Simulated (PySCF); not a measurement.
C3H9Al, SMILES [CH3][Al]([CH3])[CH3] (GFN2-xTB optimised geometry):

```
13

C      1.829     0.115     0.000
Al    -0.166     0.115     0.000
C     -1.164    -1.613    -0.001
C     -1.164     1.842     0.000
H      2.241     1.130     0.007
H      2.248    -0.401     0.870
H      2.248    -0.388    -0.878
H     -0.491    -2.477    -0.021
H     -1.801    -1.730     0.882
H     -1.830    -1.711    -0.865
H     -0.962     2.444    -0.892
H     -0.904     2.477     0.854
H     -2.248     1.692     0.038
```

Computed with PBE/def2-TZVP (PySCF).

Problem. What are the frontier orbital energies and the dipole moment?

Solution. HOMO-2 -8.89 eV, HOMO-1 -6.30 eV, HOMO -6.29 eV, LUMO -1.27 eV, LUMO+1 -0.42 eV; dipole moment 0.00 D.

On the same geometry PBE0/def2-TZVP (PySCF 2.14.0) gives HOMO-2 -10.36 eV, HOMO-1 -7.56 eV, HOMO -7.56 eV, LUMO -0.49 eV, LUMO+1 0.30 eV; dipole moment 0.00 D.

Meta-Löwdin charges at PBE/def2-TZVP: C1 -0.66, Al2 0.82, C3 -0.66, C4 -0.66, H5 0.12, H6 0.13, H7 0.13, H8 0.12, H9 0.13, H10 0.13, H11 0.13, H12 0.13, H13 0.12.
